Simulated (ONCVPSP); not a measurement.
## Ga: ONCV pseudisation with PBE, fully relativistic reference atom.

```
Element                 : Ga
Generator               : ONCVPSP 4.0.1
Type                    : optimised norm-conserving Vanderbilt (ONCV)
Functional              : PBE
Relativity              : fully relativistic
Frozen core             : [Ne]
Valence charge          : 21
Reference configuration : 3s2 3p6 3d10 4s2 4p0.5 (charge +0.5)
Partial waves           : 3s+4s: rc 1.25 bohr, ncon 4, nbas 9, qcut 11.2 1/bohr, 3 projectors, debl 2.1 Ha; 3p+4p: rc 1.10 bohr, ncon 4, nbas 7, qcut 14.1 1/bohr, 3 projectors, debl 3.8 Ha; 3d: rc 1.40 bohr, ncon 3, nbas 8, qcut 10.3 1/bohr, 1 projector
Local potential         : polynomial inside 0.80 bohr (lpopt 4, dvloc0 -1 Ha)
Core correction         : none
```

Open shells are filled in proportion to 2j + 1.

All-electron outer shells of the reference configuration (PBE, scalar-relativistic, ld1.x):

| shell | level (eV) | outermost node (bohr) | outermost maximum (bohr) |
| --- | --- | --- | --- |
| 2s | -1266.16 | 0.07 | 0.18 |
| 2p | -1102.67 | – | 0.15 |
| 3s | -151.96 | 0.27 | 0.56 |
| 3p | -102.70 | 0.24 | 0.56 |
| 3d | -22.99 | – | 0.53 |
| 4s | -12.43 | 0.81 | 1.87 |
| 4p | -5.62 | 0.87 | 2.41 |

Task: Estimate the cutoffs (Ha) at which the residual kinetic energy of the hardest occupied pseudo-wave falls to 1 and 0.1 mHa per electron.

Result: 59 Ha and 71 Ha.

Task: Does the potential have ghost states?

Result: No bound ghost flagged; no localised positive-energy state flagged.

Task: Which valence shell sets the plane-wave cutoff?

Result: 3p: 59 Ha for 1 mHa per electron, against 45 Ha for 3d.

Task: Tests: 3s2 3p6 3d10 4s2 4p1; 3s2 3p6 3d10 4s2 4p0; 3s2 3p6 3d10 4s1 4p0; 3s2 3p6 3d9 4s2 4p1. Which has the largest error in its energy relative to the reference configuration, and how large is it?

Result: 3s2 3p6 3d9 4s2 4p1, with +175 meV (all-electron minus pseudo) on +25.66 eV.
